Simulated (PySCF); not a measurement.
## Calculated NMR parameters of CF3CH2OCH2CF3

```yaml
Formula: C4H4F6O
SMILES: FC(F)(F)COCC(F)(F)F
Point_group_of_the_computed_structure: C1
Degrees_of_unsaturation: 0
Carbon_signals: 2
Proton_signals: 1
```

Atoms are numbered as in `[F:1][C:2]([F:3])([F:4])[CH2:5][O:6][CH2:7][C:8]([F:9])([F:10])[F:11]`. Each H is labelled by its parent atom.

[PySCF: geometry from PBE0-D3(BJ)/def2-SVP; J: B3LYP/pcJ-1 (spin–dipole term only in couplings to heteroatoms); PBE0/pcSseg-1 with gauge-including orbitals; gas phase; one computed conformer; relativity neglected; rapidly exchanging positions averaged]

Scale: ¹H (σref 31.27), ¹³C (σref 184.41) against TMS; ¹⁹F (σref 177.25) against CFCl3; H2O for ¹⁷O (σref 334.56) (reference shieldings calculated alike).

| carbon | δC, type | δH (multiplicity, J in Hz) | HMBC from (abs. J ≥ 3 Hz) | span of the C tensor (ppm) |
| --- | --- | --- | --- | --- |
| C2/C8 | 128.5, C | – | H(C5)/H(C7) | 9 |
| C5/C7 | 72.9, CH2 | 3.65 (m) | H(C5)/H(C7) | 64 |

Other nuclei:
| atoms | nucleus | environment | δ (ppm) | σ (ppm) |
| --- | --- | --- | --- | --- |
| F1/F3/F4/F9/F10/F11 | ¹⁹F | fluorine of a CF3 group | -89.0 | 266.3 |
| O6 | ¹⁷O | ether oxygen | 13.2 | 321.3 |

Selected couplings (Hz, signed; the shortest-range and largest first, 30 at most; isotopes ¹⁹F, ¹³C, ¹H): ¹J(F1,C2) -346.1, ¹J(C5,H(C5)) 150.7, ²J(F1,C5) 37.6, ³J(F1,H(C5)) 8.6.

Carbon types of the structure: 2 × C, 2 × CH2, which accounts for all hydrogens. δC 128.5: CF3 carbon; 3 electronegative neighbours deshield it. δC 72.9: sp3 CH2 bonded to O; the inductive effect lowers its shielding. δH 3.65: hydrogen on an sp3 CH2 bonded to O; its carbon carries O, which withdraws density.

C–F couplings over four or more bonds (about 3 Hz to the para carbon of a fluoroarene) are left out. Common functionals overestimate the size of one-bond C–F couplings by tens of Hz; these are unscaled. Splittings below 1 Hz are ignored in the labels, and close J values are merged. Couplings among chemically equivalent protons are left out too, so labels in AA′BB′ or AA′XX′ sets are apparent multiplicities. Shifts are as computed. Against solution values, carbons near 30 ppm lie about +2 ppm off and those near 130 ppm about +5 ppm (rms about the fit 1.9 ppm; single classes can miss by 10 ppm). Of 1328 compounds with measured shifts, 309 miss one by over three times the rms of a fit or turn the order of signals round; such compounds aren't used in these exercises. Signals without a measured value on file couldn't be tested in this way; 1H shifts scatter by 0.2 ppm about their fit, and single ones miss by 0.5 ppm. Unscaled 19F shifts against computed CFCl3 carry errors that often reach 10 to 50 ppm. Experimental scales use liquid or dissolved standards, which lie at an offset from isolated H2O (liquid H2O: subtract about 36 ppm).
